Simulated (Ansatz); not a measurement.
Cost and result for the atomization energy of CH9NSi2, SMILES `N[SiH2]C[SiH3]` (13 atoms, 12 bonds).

```xyz
13

N    -1.2544   -1.4432   -1.5944
Si   -0.9120   -0.0609   -0.6260
C     0.7297   -0.2723    0.2357
Si    1.1378    1.0633    1.4806
H    -2.2089   -1.6330   -1.8551
H    -0.6265   -1.7083   -2.3368
H    -2.0253    0.0403    0.3556
H    -0.8553    1.2325   -1.3743
H     0.7379   -1.2439    0.7408
H     1.5255   -0.2916   -0.5181
H     0.1297    1.0776    2.5746
H     1.1429    2.4025    0.8324
H     2.4788    0.8371    2.0853
```

Total charge 0; spin multiplicity 1. The geometry is a stationary point of PBE0-D4/def2-TZVP. It is one conformer, not always the lowest. Program: Ansatz. All runs use 4 threads of an AMD EPYC 7B13 on a shared host. Times are those of one run each, without the atoms' runs, and a repeat can differ threefold. Electronic energies, without spin–orbit coupling; frozen cores. CCSD(T)/CBS adds CCSD(T) − MP2 in def2-TZVPP to the MP2 limit, and its time is that of the two runs behind it. T1 = 0.010. B3LYP takes the VWN-RPA correlation (the form of Gaussian; ORCA's B3LYP/G).

CCSD(T)/CBS is a level of theory with its own doubt, some kJ/mol a heavy atom from the limit and from the frozen cores, so smaller differences don't rank the functionals.

```json
{"level": "revPBE-D4/def2-TZVPP", "functions": "272", "wall time": "1.9 s"}
{"level": "BLYP-D4/def2-TZVPP", "functions": "272", "wall time": "2.1 s"}
{"level": "PBE-D4/def2-TZVPP (with forces)", "functions": "272", "wall time": "2.4 s"}
{"level": "PBE0-D4/def2-TZVPP", "functions": "272", "wall time": "2.8 s"}
{"level": "BHLYP-D4/def2-TZVPP", "functions": "272", "wall time": "3.3 s"}
{"level": "CCSD(T)/def2-SVP", "functions": "109", "wall time": "3.7 s"}
{"level": "CAM-B3LYP-D4/def2-TZVPP", "functions": "272", "wall time": "3.9 s"}
{"level": "B3LYP-D4/def2-TZVPP (with forces)", "functions": "272", "wall time": "4.2 s"}
{"level": "r2SCANh-D4/def2-TZVPP", "functions": "272", "wall time": "4.2 s"}
{"level": "B97M-V/def2-TZVPP", "functions": "272", "wall time": "6.5 s"}
{"level": "MP2/def2-QZVPP", "functions": "524", "wall time": "21 s"}
{"level": "CCSD(T)/def2-TZVPP", "functions": "272", "wall time": "110 s"}
{"level": "CCSD(T)/CBS(def2)", "functions": "–", "wall time": "2.1 min"}
```

(1) What atomization energy does each give, and how far from CCSD(T)/CBS? (An estimate is asked.)

Results:

(1) The calculation gave: 
```
                            level  atomization (kJ/mol)  difference from CCSD(T)/CBS  per bond
             revPBE-D4/def2-TZVPP                4251.3                        -84.5      -7.0
               BLYP-D4/def2-TZVPP                4297.9                        -37.9      -3.2
  PBE-D4/def2-TZVPP (with forces)                4323.0                        -12.8      -1.1
               PBE0-D4/def2-TZVPP                4294.8                        -41.0      -3.4
              BHLYP-D4/def2-TZVPP                4267.8                        -68.0      -5.7
                 CCSD(T)/def2-SVP                4042.2                       -293.6     -24.5
          CAM-B3LYP-D4/def2-TZVPP                4354.0                         18.2       1.5
B3LYP-D4/def2-TZVPP (with forces)                4336.2                          0.4       0.0
            r2SCANh-D4/def2-TZVPP                4301.6                        -34.2      -2.8
                B97M-V/def2-TZVPP                4338.6                          2.8       0.2
                   MP2/def2-QZVPP                4286.7                        -49.1      -4.1
               CCSD(T)/def2-TZVPP                4221.8                       -114.0      -9.5
                CCSD(T)/CBS(def2)                4335.8                          0.0       0.0
```

From BLYP to BHLYP (50 % exact exchange), in def2-TZVPP and without D4, the atomization energy moves by −5.7 kJ/mol: exact exchange takes away binding that semilocal exchange gives to molecules. In def2-TZVPP, CCSD(T) changes the Hartree–Fock value by +996.2 kJ/mol (the triples alone add +42.6 kJ/mol) and MP2 by +992.8 kJ/mol; breaking electron pairs costs correlation energy, which Hartree–Fock lacks. The D4 term adds +42.2 kJ/mol with B3LYP and +22.2 kJ/mol with PBE0; it sums over pairs of atoms, weighted by their polarisabilities, and B3LYP, whose exchange is more repulsive, gets the larger term.
